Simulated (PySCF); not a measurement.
# Working out the excitation energy of Be⁺

Be⁺ [He] 2s1 (2S) → Be⁺ [He] 3d1 (2D). All numbers are calculated (PySCF 2.14, no relativity, point nucleus, in aug-cc-pCVTZ (7s6p4d2f, 59 functions)). Frozen: nothing. Energies in hartree (1 hartree = 27.21139 eV):

```csv
part,Be⁺ (lower),Be⁺ (upper)
UHF,-14.277301,-13.826704
CCSD correlation,-0.043169,-0.040978
(T),-0.000021,-0.000002
```

Question: What does Hartree-Fock give?

Answer: (-13.826704) − (-14.277301) = 0.450597 hartree = 12.261 eV.

Question: What do CCSD and CCSD(T) give?

Answer: The CCSD correlation energies differ by 0.002191 hartree = 0.060 eV and the triples by 0.000019 hartree = 0.001 eV, so CCSD gives 12.321 eV and CCSD(T) 12.322 eV.

Measured between the centres of the two terms (NIST): 12.157 eV, so CCSD(T) (valence and next inner shell) is off by 0.165 eV.

What remains against the reference includes basis incompleteness and higher excitations.
